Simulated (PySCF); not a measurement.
Compound: C4H7FS2.
Bonds: F1–C2, C2–C3, C3–S4, S4–C5, C5–C6, C6–S7, C3–S7. Hydrogens: H8, H9 on C2; H10 on C3; H11, H12 on C5; H13, H14 on C6.

Computed geometry: GFN2-xTB, gas phase.

Task: Give the optimised bond lengths and angles.

Result: 
```tsv
bond	length (Å)
F1–C2	1.368
C2–C3	1.522
C3–S4	1.816
S4–C5, C6–S7	1.825
C5–C6	1.511
C3–S7	1.839
C2–H8, C2–H9	1.095
C3–H10	1.091
C5–H11, C6–H13	1.089
C5–H12, C6–H14	1.090
```

Bonds in one row agree within 0.01 Å and their mean is given. A selection of angles:
```tsv
angle	degrees
F1–C2–C3	110.5
F1–C2–H8	107.2
C3–C2–H8	110.1
C3–C2–H9	111.7
H8–C2–H9	110.0
C2–C3–S4	112.9
C2–C3–S7	109.1
C2–C3–H10	109.7
S4–C3–S7	109.0
S4–C3–H10	107.5
S7–C3–H10	108.6
C3–S4–C5	93.3
S4–C5–C6	106.7
S4–C5–H11	107.4
S4–C5–H12	109.1
C6–C5–H11	111.9
C6–C5–H12	111.8
H11–C5–H12	109.7
S7–C6–H14	107.2
C3–S7–C6	97.2
```

Dihedral angles: F1–C2–C3–S4 76° (synclinal); C2–C3–S4–C5 88° (synclinal); C3–S4–C5–C6 50° (synclinal); S4–C5–C6–S7 -48° (synclinal); C5–C6–S7–C3 23° (synperiplanar); C2–C3–S7–C6 -113° (anticlinal). The mirror-image conformer, all signs reversed, is as good.

S4 (sulfide sulfur) is bent (angle 93.3°). The 5-membered ring C3–S4–C5–C6–S7 has internal angles of 93.3° to 109.0° (sum 515°, against 540° for a flat polygon); it is puckered, 0.24 Å rms from its mean plane, widest ring torsion 50°. Of the pairs four or more bonds apart, H9···H12 is among the closest relative to their van der Waals radii: 2.46 Å, 102 % of the sum of Bondi's values. The 4 C–S bonds span 1.816 Å (C3–S4, drawn single) to 1.839 Å (C3–S7, drawn single), a spread of 0.023 Å.

Point group: C1 (no symmetry element, even within 0.4 Å). Not checked by GFN2-xTB frequencies. The numbers are those of one conformer.
